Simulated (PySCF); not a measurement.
Delta-SCF ions had no search for a lower state. Excitations are Tamm–Dancoff values on a coarser integration grid. The basis has no diffuse functions, so Rydberg states are missing or too high.

# C3H10Si, SMILES `[SiH](C)(C)C` (charge 0, multiplicity 1)

Calculation: TPSSh-D3(BJ)/def2-TZVP // PBE0-D3(BJ)/def2-TZVP (PySCF 2.14.0).

The HOMO comes out as -7.85 eV, the dipole moment is 0.57 D and the LUMO comes out as 0.87 eV. The HOMO–LUMO gap is 8.72 eV and the S1 excitation (TDA) is 8.27 eV. The S1 oscillator strength is 0.061. The brightest of the four lowest singlets (TDA) comes out as 8.27 eV, the T1 excitation (TDA) comes out as 8.05 eV and the S1–T1 gap (TDA) comes out as 0.22 eV. The vertical ionisation energy (Delta-SCF) is 10.34 eV and the total energy is -409.9615 Ha. The cost is around 9 core-minutes (rough).

Bonds (Å): C1–Si2 1.873, C1–H5 1.094, C1–H6 1.093, C1–H7 1.093, Si2–C3 1.873, Si2–C4 1.873, Si2–H8 1.494, C3–H9 1.094, C3–H10 1.093, C3–H11 1.093, C4–H12 1.093, C4–H13 1.093, C4–H14 1.094. Angles (°): Si2–C1–H5 110.8, Si2–C1–H6 111.2, Si2–C1–H7 111.2, H5–C1–H6 107.9, H5–C1–H7 107.9, H6–C1–H7 107.9, C1–Si2–C3 110.3, C1–Si2–C4 110.3, C1–Si2–H8 108.6, C3–Si2–C4 110.3, C3–Si2–H8 108.6, C4–Si2–H8 108.6, Si2–C3–H9 110.8, Si2–C3–H10 111.2, Si2–C3–H11 111.2, H9–C3–H10 107.9, H9–C3–H11 107.9, H10–C3–H11 107.9, Si2–C4–H12 111.2, Si2–C4–H13 111.2, Si2–C4–H14 110.8, H12–C4–H13 107.9, H12–C4–H14 107.9, H13–C4–H14 107.9.
Charge 0, spin multiplicity 1.
